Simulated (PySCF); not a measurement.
Mo(O)2(OH)2 anion (H2MoO4), SMILES [O]=[Mo](=[O])([OH])[OH] (connectivity only; charge and spin as stated), charge -1, multiplicity 2.

Coordinates come from a B3LYP-D3(BJ)/def2-SVPD optimisation. The multiplicity is an assumed one; no other spin state was optimised. The isomer is the one that the SMILES or the coordinates give; other isomers of the formula were not compared. The def2 effective core potentials stand for the cores of Mo; spin–orbit coupling is left out. Other conformers were not sampled.

Two levels are set side by side: PBE/def2-SVPD (PySCF) and PBE0/def2-SVPD (PySCF). Same geometry, gas phase. Differences are taken from unrounded values.

| quantity | PBE |
|---|---|
| α-spin orbital gap (eV) | 1.61 |
| β-spin orbital gap (eV) | 4.02 |
| mean polarisability (bohr³) | 72.2 |

Question: These are the PBE values. What does PBE0 give? (The exact figures need the calculation; the answer reports its results.)

Answer: 
```csv
quantity,PBE0,PBE minus PBE0
α-spin orbital gap (eV),4.04,-2.44
β-spin orbital gap (eV),6.48,-2.46
mean polarisability (bohr³),64.4,7.8
```

Loosely held outer electrons make PBE densities more polarisable. Differences between two approximate levels are no errors against the true value.

Rough cost on one machine, each run with all the roots and properties that it gave: PBE0 against PBE within a factor of 2.
